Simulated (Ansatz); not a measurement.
Ansatz (a quantum-chemistry and plane-wave program) input (B3LYP-D3(BJ)/def2-TZVP):

Ansatz 0.2 input:
```yaml
crystal:
  periodic: [false, false, false]
  atoms:
    - {symbol: Te, position_ang: [0.00000000, 0.00000000, 0.00000000]}
    - {symbol: Cl, position_ang: [0.00000000, 0.00000000, 2.60950906]}
    - {symbol: Cl, position_ang: [-0.00000000, -0.00000000, -2.60950906]}
basis:
  gaussian:
    orbitals: def2-TZVP
hamiltonian:
  xc: b3lyp
  dispersion: d3bj
total_charge: -1
magnetization: {spin_polarized: true, initial_magnetization: 1}
phonons: {temperatures: {t_min: 298.15, t_max: 298.15, t_step: 100}}
```

Output:

```
Functional definition: B3LYP
integrals: 0.05 GiB planned
949 factors; their error is unknown
mean field: 0.66 GiB planned
mean field evaluation 1: about -32345.4756 eV, gradient 9.8e0 eV
mean field evaluation 2: about -32345.0538 eV, gradient 1.3e1 eV
mean field evaluation 4: about -32345.9987 eV, gradient 4.5e-1 eV
mean field evaluation 8: about -32346.1615 eV, gradient 3.0e-1 eV
mean field evaluation 16: about -32346.1617 eV, gradient 9.2e-6 eV
mean field -32346.16173700 eV, -1188.6995188187 hartree, gradient 7.6e-6 eV, S^2 0.752692; 1 other end points of the search recorded, 0 dependent functions left out
the calculation of the forces begins
reference -32346.16194976 eV, -1188.6995266377 hartree; 30, 29 occupied and 94, 95 virtual orbitals, 949 factors
these checks for a lower state are left out or cut short: stability, starts, cluster_reference, orbital_swaps, neighbouring_geometries, increment
integrals: 0.05 GiB planned
949 factors; their error is unknown
mean field: 0.65 GiB planned
mean field evaluation 32: about -32346.1617 eV, gradient 1.9e-4 eV
mean field -32346.16173144 eV, -1188.6995186145 hartree, gradient 2.1e-6 eV, S^2 0.752692; 0 other end points of the search recorded, 0 dependent functions left out
the calculation of the forces begins
reference -32346.16194421 eV, -1188.6995264335 hartree; 30, 29 occupied and 94, 95 virtual orbitals, 949 factors
these checks for a lower state are left out or cut short: stability, starts, cluster_reference, orbital_swaps, neighbouring_geometries, increment
integrals: 0.05 GiB planned
949 factors; their error is unknown
mean field: 0.65 GiB planned
mean field -32346.16173144 eV, -1188.6995186146 hartree, gradient 2.1e-6 eV, S^2 0.752692; 0 other end points of the search recorded, 0 dependent functions left out
the calculation of the forces begins
reference -32346.16194421 eV, -1188.6995264335 hartree; 30, 29 occupied and 94, 95 virtual orbitals, 949 factors
these checks for a lower state are left out or cut short: stability, starts, cluster_reference, orbital_swaps, neighbouring_geometries, increment
integrals: 0.05 GiB planned
949 factors; their error is unknown
mean field: 0.66 GiB planned
mean field -32346.16173681 eV, -1188.6995188118 hartree, gradient 2.2e-6 eV, S^2 0.752692; 0 other end points of the search recorded, 0 dependent functions left out
the calculation of the forces begins
reference -32346.16194957 eV, -1188.6995266308 hartree; 30, 29 occupied and 94, 95 virtual orbitals, 949 factors
these checks for a lower state are left out or cut short: stability, starts, cluster_reference, orbital_swaps, neighbouring_geometries, increment
integrals: 0.05 GiB planned
949 factors; their error is unknown
mean field: 0.66 GiB planned
mean field -32346.16173681 eV, -1188.6995188118 hartree, gradient 2.2e-6 eV, S^2 0.752692; 0 other end points of the search recorded, 0 dependent functions left out
the calculation of the forces begins
reference -32346.16194957 eV, -1188.6995266308 hartree; 30, 29 occupied and 94, 95 virtual orbitals, 949 factors
these checks for a lower state are left out or cut short: stability, starts, cluster_reference, orbital_swaps, neighbouring_geometries, increment
integrals: 0.05 GiB planned
949 factors; their error is unknown
mean field: 0.66 GiB planned
mean field evaluation 64: about -32346.1617 eV, gradient 1.9e-4 eV
mean field -32346.16171323 eV, -1188.6995179453 hartree, gradient 1.2e-6 eV, S^2 0.752692; 0 other end points of the search recorded, 0 dependent functions left out
the calculation of the forces begins
reference -32346.16192600 eV, -1188.6995257643 hartree; 30, 29 occupied and 94, 95 virtual orbitals, 949 factors
these checks for a lower state are left out or cut short: stability, starts, cluster_reference, orbital_swaps, neighbouring_geometries, increment
integrals: 0.05 GiB planned
949 factors; their error is unknown
mean field: 0.66 GiB planned
mean field -32346.16171323 eV, -1188.6995179453 hartree, gradient 1.2e-6 eV, S^2 0.752692; 0 other end points of the search recorded, 0 dependent functions left out
the calculation of the forces begins
reference -32346.16192599 eV, -1188.6995257643 hartree; 30, 29 occupied and 94, 95 virtual orbitals, 949 factors
these checks for a lower state are left out or cut short: stability, starts, cluster_reference, orbital_swaps, neighbouring_geometries, increment
integrals: 0.05 GiB planned
949 factors; their error is unknown
mean field: 0.65 GiB planned
mean field -32346.16173562 eV, -1188.6995187680 hartree, gradient 2.1e-6 eV, S^2 0.752692; 0 other end points of the search recorded, 0 dependent functions left out
the calculation of the forces begins
reference -32346.16194838 eV, -1188.6995265869 hartree; 30, 29 occupied and 94, 95 virtual orbitals, 949 factors
these checks for a lower state are left out or cut short: stability, starts, cluster_reference, orbital_swaps, neighbouring_geometries, increment
integrals: 0.05 GiB planned
949 factors; their error is unknown
mean field: 0.65 GiB planned
mean field -32346.16173562 eV, -1188.6995187680 hartree, gradient 2.1e-6 eV, S^2 0.752692; 0 other end points of the search recorded, 0 dependent functions left out
the calculation of the forces begins
reference -32346.16194838 eV, -1188.6995265869 hartree; 30, 29 occupied and 94, 95 virtual orbitals, 949 factors
these checks for a lower state are left out or cut short: stability, starts, cluster_reference, orbital_swaps, neighbouring_geometries, increment
integrals: 0.05 GiB planned
949 factors; their error is unknown
mean field: 0.66 GiB planned
mean field evaluation 96: about -32346.1617 eV, gradient 1.9e-4 eV
mean field -32346.16173696 eV, -1188.6995188173 hartree, gradient 2.2e-6 eV, S^2 0.752692; 0 other end points of the search recorded, 0 dependent functions left out
the calculation of the forces begins
reference -32346.16194972 eV, -1188.6995266362 hartree; 30, 29 occupied and 94, 95 virtual orbitals, 949 factors
these checks for a lower state are left out or cut short: stability, starts, cluster_reference, orbital_swaps, neighbouring_geometries, increment
integrals: 0.05 GiB planned
949 factors; their error is unknown
mean field: 0.66 GiB planned
mean field -32346.16173696 eV, -1188.6995188173 hartree, gradient 2.1e-6 eV, S^2 0.752692; 0 other end points of the search recorded, 0 dependent functions left out
the calculation of the forces begins
reference -32346.16194972 eV, -1188.6995266362 hartree; 30, 29 occupied and 94, 95 virtual orbitals, 949 factors
these checks for a lower state are left out or cut short: stability, starts, cluster_reference, orbital_swaps, neighbouring_geometries, increment
integrals: 0.05 GiB planned
949 factors; their error is unknown
mean field: 0.66 GiB planned
mean field -32346.16175305 eV, -1188.6995194087 hartree, gradient 1.2e-6 eV, S^2 0.752692; 0 other end points of the search recorded, 0 dependent functions left out
the calculation of the forces begins
reference -32346.16196582 eV, -1188.6995272279 hartree; 30, 29 occupied and 94, 95 virtual orbitals, 949 factors
these checks for a lower state are left out or cut short: stability, starts, cluster_reference, orbital_swaps, neighbouring_geometries, increment
integrals: 0.05 GiB planned
949 factors; their error is unknown
mean field: 0.66 GiB planned
mean field -32346.16168616 eV, -1188.6995169506 hartree, gradient 1.2e-6 eV, S^2 0.752691; 0 other end points of the search recorded, 0 dependent functions left out
the calculation of the forces begins
reference -32346.16189892 eV, -1188.6995247693 hartree; 30, 29 occupied and 94, 95 virtual orbitals, 949 factors
Total energy: -32346.32975764 eV, -1188.7056934635 hartree
Atom 0 at     0.000000     0.000000     0.000000 Å, force     0.000000     0.000000    -0.000000 eV/Å
Atom 1 at     0.000000     0.000000     2.609509 Å, force    -0.000000     0.000000    -0.000578 eV/Å
Atom 2 at    -0.000000    -0.000000    -2.609509 Å, force    -0.000000    -0.000000     0.000578 eV/Å
Dipole moment:    -0.000000    -0.000000     0.000000 e Å
Vibrations: 19.92 103.18 213.55 237.14 cm⁻¹, zero-point energy 0.035570 eV
```
